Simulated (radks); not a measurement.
Species: the boron ion B+. Configuration: [He] 2s2 (the NIST ground configuration).

Method: scalar-relativistic Kohn-Sham, PBE, spin-unpolarised, spherical densities, finite nucleus; Fermi nuclear charge, rms radius 2.406 fm; computed with a radial shooting solver on a logarithmic mesh with Libxc functionals.

Energy parts (eV):
part                     energy
total                  -661.268
kinetic                 659.493
electron-nucleus      -1486.098
Hartree                 261.765
exchange-correlation    -96.428

Orbitals (lengths in bohr, moments of r in powers of bohr; r(max) is where P^2 peaks):
| orbital | occ. | eigenvalue (eV) | r(max) | <r> | <r^2> | <1/r> |
|---|---|---|---|---|---|---|
| 1s | 2 | -193.6261 | 0.2104 | 0.3291 | 0.1471 | 4.657 |
| 2s | 2 | -19.5110 | 1.446 | 1.779 | 3.751 | 0.8047 |

The highest occupied level is 2s at -19.511 eV. Summed over all electrons, <r^2> = 7.797 bohr^2, which gives a Langevin (diamagnetic) susceptibility term of -6.18 x 10^-6 cm^3/mol. The electron density at the nucleus is 74.05 e/bohr^3 (large components only). The density falls to 0.001 e/bohr^3 at r = 3.33 bohr.
